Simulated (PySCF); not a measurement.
System: CH₈FNSi₂, net charge 0, singlet state. 
Coordinates optimised at B3LYP-D3(BJ)/def2-TZVP (Ansatz):
```
N
H 1 1.0120
Si 1 1.7162 2 114.11
F 3 1.6128 1 111.12 2 89.38
Si 1 1.7339 2 114.90 3 173.44
H 3 1.4775 4 105.63 1 116.36
H 5 1.4781 1 107.66 2 -171.41
H 5 1.4824 7 109.53 1 -121.17
H 5 1.4833 7 109.04 8 -117.53
C 3 1.8549 6 113.42 4 -116.81
H 10 1.0912 3 111.39 6 177.36
H 10 1.0917 11 108.18 3 -122.11
H 10 1.0917 11 107.81 12 -116.87
```

Dispersion corrections to the total energy (kcal/mol) from the dftd3 and dftd4 libraries through PySCF: D3(BJ) without and D4 with the three-body term, each with the damping fitted for the functional named.

```json
[
 {"functional": "B2PLYP", "D3(BJ)": "-5.84", "D4": "[?]"},
 {"functional": "TPSSh", "D3(BJ)": "[?]", "D4": "-8.31"},
 {"functional": "BLYP", "D3(BJ)": "-14.65", "D4": "-14.74"},
 {"functional": "HSE06", "D3(BJ)": "-4.83", "D4": "-5.39"},
 {"functional": "BP86", "D3(BJ)": "-11.39", "D4": "-9.22"},
 {"functional": "B2GP-PLYP", "D3(BJ)": "[?]", "D4": "-2.91"},
 {"functional": "BHLYP", "D3(BJ)": "-9.77", "D4": "-8.44"}
]
```

**Question.** Complete the blanks.

**Answer.** 
- B2PLYP, D4: -4.75
- TPSSh, D3(BJ): -8.06
- B2GP-PLYP, D3(BJ): -5.11
